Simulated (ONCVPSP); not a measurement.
# u(r) = r·R(r): atom against pseudo-atom (I (Z = 53))

Columns: radius, all-electron u(r) and pseudo u(r) of the 4p shell (level -127.33 eV) of iodine in the configuration [Ar] 3d10 4s2 4p6 4d10 5s2 5p5; LDA (Perdew-Zunger), scalar-relativistic, ONCV scheme, ONCVPSP 4.0.1.

```csv
r (bohr),all-electron,pseudo
0.068,0.4676,0.0316
0.135,-0.1667,0.1206
0.202,-0.6808,0.2574
0.270,-0.6507,0.4298
0.338,-0.2613,0.6178
0.405,0.2262,0.7995
0.473,0.6709,0.9635
0.540,0.9940,1.0916
0.608,1.1958,1.1795
0.675,1.2857,1.2214
0.742,1.2932,1.2206
0.810,1.2422,1.1816
0.878,1.1548,1.1125
0.945,1.0493,1.0236
1.013,0.9348,0.9215
1.080,0.8225,0.8166
1.148,0.7141,0.7120
1.215,0.6157,0.6151
1.283,0.5256,0.5254
1.350,0.4471,0.4470
1.418,0.3774,0.3773
1.485,0.3180,0.3179
1.553,0.2662,0.2661
1.620,0.2229,0.2228
1.688,0.1854,0.1854
1.755,0.1544,0.1543
```

Task: How many radial nodes do the two functions have?

Result: The all-electron 4p function has n − l − 1 = 2; the pseudo-wave has 0, since the states of the same l below it are removed with the core.

Task: At about which radius was the pseudo-wave matched?

Result: 1.35 bohr. The columns agree to 0.0005 from 1.28 bohr on; several derivatives are matched, so the curves merge somewhat inside the radius.

Task: Is the pseudo-wave norm-conserving?

Result: Yes: the ONCV scheme keeps the norm inside the radius equal to the all-electron one, which fixes the energy derivative of the logarithmic derivative at the level.
